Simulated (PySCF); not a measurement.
ClHO₂SW, SMILES [O]=[W](=[O])([SH])[Cl], multiplicity 1.

Geometry: B3LYP-D3(BJ)/def2-SVP. The spin state was assumed, not searched. The structure was generated by enumeration; whether it is a known compound was not checked. The def2 effective core potentials stand for the cores of W; spin–orbit coupling is left out. The values are those of a single conformer.

Two levels are set side by side: TDA-PBE/def2-SVPD (PySCF) and TDA-M06-2X/def2-SVPD (PySCF). Vertical, same geometry. The lowest singlet is HOMO→LUMO+1 86 % with PBE and HOMO→LUMO 74 % with the other functional; states are paired by order. Differences are taken from unrounded values.

```csv
quantity,TDA-M06-2X
lowest singlet excitation (eV),4.71
lowest triplet excitation (TDA) (eV),3.92
first bright state (f over 0.05) (eV),4.71
its oscillator strength,0.06
```

Task: What does TDA-PBE give, and how far is it from TDA-M06-2X? (An estimate is asked for; the answer gives what the named calculation found.)

Result: 
| quantity | TDA-PBE | TDA-PBE minus TDA-M06-2X |
|---|---|---|
| lowest singlet excitation (eV) | 4.15 | -0.56 |
| lowest triplet excitation (TDA) (eV) | 3.42 | -0.50 |
| first bright state (f over 0.05) (eV) | 4.31 | -0.40 |
| its oscillator strength | 0.06 | 0.00 |

Functionals without exact exchange tend to place singlet excitations lower, as here. Differences between two approximate levels are no errors against the true value.

Rough cost on one machine, each run with all the roots and properties that it gave: TDA-M06-2X against TDA-PBE about 10 times.
